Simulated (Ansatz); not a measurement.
# Molecular dynamics of CH6BFO

The input (input.yaml):

```yaml
crystal:
  periodic: [false, false, false]
  atoms:
    - { symbol: B, position_ang: [0.025474, 0.284134, 0.038345] }
    - { symbol: O, position_ang: [0.102166, -0.003675, 1.632627] }
    - { symbol: H, position_ang: [-0.805573, -0.2824, 1.889151] }
    - { symbol: C, position_ang: [1.387106, -0.02938, -0.698236] }
    - { symbol: H, position_ang: [1.543918, -1.123735, -0.736499] }
    - { symbol: H, position_ang: [1.384309, 0.344145, -1.737324] }
    - { symbol: H, position_ang: [2.254716, 0.413022, -0.179618] }
    - { symbol: F, position_ang: [-1.177774, -0.15657, -0.455081] }
    - { symbol: H, position_ang: [-0.08769, 1.666465, 0.269763] }
    - { symbol: H, position_ang: [-0.052954, 1.168695, 1.20667] }
basis:
  gaussian: { orbitals: "6-31G*" }
hamiltonian:
  xc: revpbe
  dispersion: d4
md:
  timestep: 0.5
  n_steps: 200
  ensemble: nve
  temperature: 100.0
  initial_velocities: maxwell_boltzmann
  seed: 10944
```

Launched with:

```bash
$ ansatz run input.yaml --threads 1 --pin off --max-ram 2048MiB --backend cpu --events-out ev --progress --plain --runs-dir out
```

It starts at the highest image of a converged band. Of that band: Neighbouring images differ by up to 1.3 eV, so the band resolves the path poorly. A vibrational analysis at the climbing image gives one clearly imaginary mode, 1257i cm⁻¹: a first-order saddle point.

Output, in part (step lines, the closing report, with atoms numbered from 0):

```
md step     0: t =     0.00 fs  T =   100.0 K  F+E_penalty+E_count = -6573.64994675 eV  E_kin = 0.103408 eV  conserved = -6573.54653875 eV  (25 SCF iters)
[... lines left out ...]
Total energy: -6575.24301159 eV, -241.6357238163 hartree
Atom 0 at     0.072402    -0.303670     0.299270 Å, force    -1.286666     1.359640    -2.953936 eV/Å
Atom 1 at     0.162495    -0.640196     1.577629 Å, force    -0.527746    -1.446758     2.143537 eV/Å
Atom 2 at    -0.604837    -1.131910     1.985646 Å, force     0.448479     0.837101    -0.505383 eV/Å
Atom 3 at     1.375392    -0.074427    -0.565310 Å, force     0.747886    -2.231262     0.567861 eV/Å
Atom 4 at     1.402528    -1.001249    -1.235338 Å, force    -0.159921     0.857251     0.195013 eV/Å
Atom 5 at     1.414373     0.798940    -1.212340 Å, force     0.141688     0.349317    -0.063443 eV/Å
Atom 6 at     2.296527    -0.266962     0.071109 Å, force    -0.630088     0.808370    -0.558349 eV/Å
Atom 7 at    -1.163398    -0.114513    -0.375114 Å, force     1.266356    -0.533593     1.174678 eV/Å
Atom 8 at    -1.128038     9.747833    -2.158208 Å, force    -0.692715    -0.781970    -0.712271 eV/Å
Atom 9 at    -0.736022    10.190249    -1.755102 Å, force     0.692726     0.781905     0.712295 eV/Å
Dipole moment:    -0.030627    -0.227253     0.185134 e Å
```

The steps, from the saved trajectory:

| time (fs) | T (K) | potential energy less start (eV) | conserved less start (meV/atom) |
| --- | --- | --- | --- |
| 0 | 100 | 0.000 | 0.00 |
| 3 | 55 | 0.048 | 0.10 |
| 6 | 70 | 0.032 | 0.08 |
| 9 | 150 | -0.051 | 0.06 |
| 12 | 332 | -0.239 | 0.11 |
| 15 | 735 | -0.657 | 0.03 |
| 18 | 1262 | -1.202 | -0.04 |
| 21 | 1655 | -1.607 | 0.02 |
| 24 | 1720 | -1.675 | 0.02 |
| 27 | 1698 | -1.653 | -0.03 |
| 30 | 1734 | -1.690 | 0.00 |
| 33 | 1693 | -1.648 | 0.02 |
| 36 | 1564 | -1.513 | 0.10 |
| 39 | 1562 | -1.512 | 0.04 |
| 42 | 1581 | -1.532 | -0.05 |
| 45 | 1482 | -1.429 | -0.02 |
| 48 | 1317 | -1.256 | 0.15 |
| 51 | 1386 | -1.329 | 0.08 |
| 54 | 1577 | -1.528 | -0.03 |
| 57 | 1701 | -1.655 | -0.02 |
| 60 | 1726 | -1.681 | -0.03 |
| 63 | 1632 | -1.583 | 0.10 |
| 66 | 1641 | -1.592 | 0.10 |
| 69 | 1714 | -1.670 | -0.08 |
| 72 | 1669 | -1.623 | -0.05 |
| 75 | 1573 | -1.522 | 0.08 |
| 78 | 1546 | -1.494 | 0.05 |
| 81 | 1471 | -1.417 | 0.07 |
| 84 | 1437 | -1.383 | -0.04 |
| 87 | 1388 | -1.332 | -0.05 |
| 90 | 1419 | -1.363 | 0.08 |
| 93 | 1554 | -1.502 | 0.10 |
| 96 | 1686 | -1.641 | -0.06 |
| 99 | 1637 | -1.590 | 0.01 |

The run went to its last step. The conserved energy stayed within 0.17 meV per atom of its start (net change 0.048 meV per atom), so the integration is sound. The kinetic energy rose, since the run started high on the potential surface and went downhill. It ends in pieces (CH4BFO + H2), so much of that is their flight and rotation, not heat. A run of 0.1 ps of so small a system gives no equilibrium averages. The orbitals stay closed-shell, which can raise the energy where a bond breaks towards radicals; this wasn't checked here.

Between its relaxed ends the band would form B1–H9, O2–H10 and break B1–O2, H9–H10. These pairs go: B1–H9 1.41 → 10.42 Å, O2–H10 1.26 → 11.37 Å, B1–O2 1.62 → 1.32 Å, H9–H10 1.06 → 0.72 Å. In the last frame they stand as before the step (other bonds may differ from the relaxed reactants and products). It ends as CH4BFO + H2. Pairs count as bonded within 1.25 times the sum of covalent radii (0.12 Å more for H–H).

Last frame:

```xyz
10
Properties=species:S:1:pos:R:3
B 0.072 -0.304 0.299
O 0.163 -0.640 1.578
H -0.605 -1.132 1.986
C 1.375 -0.074 -0.565
H 1.403 -1.001 -1.235
H 1.414 0.799 -1.212
H 2.296 -0.267 0.071
F -1.163 -0.115 -0.375
H -1.128 9.748 -2.158
H -0.736 10.190 -1.755
```

Time of the run: 6.4 min on 1 thread of Arm Neoverse V1 (shared host), peak memory 0.12 GiB.
